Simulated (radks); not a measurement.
Task: The rhodium ion Rh+, configuration [Ar] 3d10 4p6 4d8 5d2 (not the ground configuration). Calculated with a radial shooting solver on a logarithmic mesh with Libxc functionals: Dirac Kohn-Sham, PBE, spin-unpolarised, spherical densities, point nucleus; open shells are shared between the two j in proportion to 2j + 1. Some entries of the table are withheld. Estimate them.

orbital  occ.  eigenvalue (hartree)  r(max) (bohr)
1s1/2       2             -847.4628        0.02117
2s1/2       2             -123.8248         0.1199
2p1/2       2             -114.7362        0.09293
2p3/2       4             -109.4196        0.09700
3s1/2       2             -23.08155         0.3516
3p1/2       2             -19.52282         0.3382
3p3/2       4             -18.60735         0.3479
3d3/2       4             -12.30579         0.2898
3d5/2       6             -12.12519         0.2926
4p1/2       2                   (1)            (2)
4p3/2       4                   (3)            (4)
4d3/2     3.2                   (5)          1.084
4d5/2     4.8                   (6)          1.093
5d3/2     0.8              -0.19434          4.307
5d5/2     1.2              -0.19315          4.332

Result: 
(1) 4p1/2 eigenvalue (hartree): -2.94171
(2) 4p1/2 r(max) (bohr): 0.9177
(3) 4p3/2 eigenvalue (hartree): -2.78941
(4) 4p3/2 r(max) (bohr): 0.9412
(5) 4d3/2 eigenvalue (hartree): -1.10383
(6) 4d5/2 eigenvalue (hartree): -1.08447
